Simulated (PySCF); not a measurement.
In(H)(Cl)(OH) (ClH2InO), SMILES [OH][InH][Cl]. Atoms are numbered in the order given.

```xyz
5

In    -0.3178     0.3470     0.0000
H     -1.9538     0.8193     0.0000
Cl     0.3505    -1.8928     0.0000
O      1.3069     1.4903     0.0000
H      1.1098     2.4334     0.0000
```

Coordinates come from a B3LYP-D3(BJ)/def2-TZVP optimisation. The def2 effective core potentials stand for the cores of In; spin–orbit coupling is left out. The values are those of a single conformer.

The numbers are results of B3LYP/def2-TZVPD run with PySCF, not measurements.

Isolated molecule, no solvent.

The total energy is -726.95392 hartree and the point group is Cs. The highest occupied level is -8.36 eV, the lowest empty level is -1.95 eV and the orbital gap is 6.41 eV. The dipole moment is 3.70 D and the quadrupole, principal values (traceless, Buckingham form, about the centre of nuclear charge) is -5.98, 0.86, 5.12 D·Å. The mean static polarisability comes out as 56.6 bohr³ (8.39 Å³) and the polarisability, principal values is 42.7, 59.0, 68.2 bohr³.
